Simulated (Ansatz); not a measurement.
Calculated with Ansatz (gas phase, PBE0-D4/def2-TZVP geometries, no zero-point term in ΔE). CCSD(T)/CBS is the MP2 limit (def2-TZVPP, def2-QZVPP) plus CCSD(T) − MP2 in def2-TZVPP, frozen cores. Functionals use def2-TZVPP. B3LYP here is the variant with VWN-RPA as its local correlation; programs differ in this. def2 core potentials past Kr. For Br, In outer-core shells are correlated without core-valence functions, which leaves a few kJ/mol of doubt a bond. Scalar relativity is left out up to krypton. Each species was taken in one conformer, which may not be the lowest.

`[CH3][In]([Br])[Br]` + `N=CCN` → `C/N=C\CN` + `[Br][InH][Br]`  (substitution at a C–In bond)

```
             level  ΔE (kcal/mol)  difference from CCSD(T)/CBS
            PBE-D4           16.8                         -1.7
         r2SCAN-D4           17.4                         -1.1
           PBE0-D4           16.8                         -1.7
          B3LYP-D4           16.9                         -1.6
           ωB97X-V           16.5                         -2.0
           ωB97M-V           17.4                         -1.1
            B2PLYP           18.0                         -0.5
               PBE           16.9                         -1.6
            r2SCAN           17.5                         -1.0
              PBE0           16.9                         -1.6
             B3LYP           17.0                         -1.5
     HF/def2-TZVPP           16.0                         -2.5
    MP2/def2-TZVPP           20.1                          1.6
SCS-MP2/def2-TZVPP           18.9                          0.4
   CCSD/def2-TZVPP           18.1                         -0.4
CCSD(T)/def2-TZVPP           18.4                         -0.1
     HF/def2-QZVPP           15.9                         -2.6
    MP2/def2-QZVPP           20.2                          1.7
SCS-MP2/def2-QZVPP           18.9                          0.4
      HF/CBS(def2)           15.9                         -2.6
     MP2/CBS(def2)           20.3                          1.8
    CCSD/CBS(def2)           18.2                         -0.3
       CCSD(T)/CBS           18.5                            0
```

Largest T1 diagnostic among the species: 0.011.

In def2-TZVPP, CCSD(T) changes the Hartree–Fock value by +2.4 kcal/mol (the triples alone add +0.3 kcal/mol) and MP2 by +4.1 kcal/mol.
